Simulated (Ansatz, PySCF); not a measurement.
Zr(OH)2(H)2 (H4O2Zr), SMILES [OH][ZrH2][OH], multiplicity 1. Atoms are numbered in the order given.

```xyz
7

Zr     0.0000     0.0000    -0.1539
O     -1.6238    -0.0454     0.8517
H     -2.2481    -0.0629     1.5760
O      1.6238     0.0454     0.8517
H      2.2481     0.0629     1.5760
H     -0.0433     1.5481    -1.2006
H      0.0433    -1.5481    -1.2006
```

Geometry: r2SCAN-D4/def2-TZVP. The multiplicity is an assumed one; no other spin state was optimised. The structure was generated by enumeration; whether it is a known compound was not checked. The def2 effective core potentials stand for the cores of Zr; spin–orbit coupling is left out. The values are those of a single conformer.

Two levels are set side by side: PBE-D3(BJ)/def2-TZVP (Ansatz, a quantum-chemistry and plane-wave program) and r2SCAN-D4/def2-TZVP (Ansatz). Each level has its own optimised geometry; the coordinates shown are those of the second. Frequencies come from the Hessian of PySCF at each geometry. Differences are taken from unrounded values.

```csv
quantity,r2SCAN-D4,PBE-D3(BJ),PBE-D3(BJ) minus r2SCAN-D4
mean bond length (Å),1.579,1.585,0.007
bond Zr1–O2 (Å),1.911,1.917,0.007
bond Zr1–O4 (Å),1.911,1.917,0.007
bond Zr1–H6 (Å),1.869,1.874,0.005
bond Zr1–H7 (Å),1.869,1.874,0.005
bond O2–H3 (Å),0.956,0.964,0.008
bond O4–H5 (Å),0.956,0.964,0.008
highest harmonic wavenumber (cm⁻¹),3931,3836,-94
mean harmonic wavenumber (cm⁻¹),1061,1037,-24
zero-point energy (kcal/mol),22.75,22.25,-0.51
```
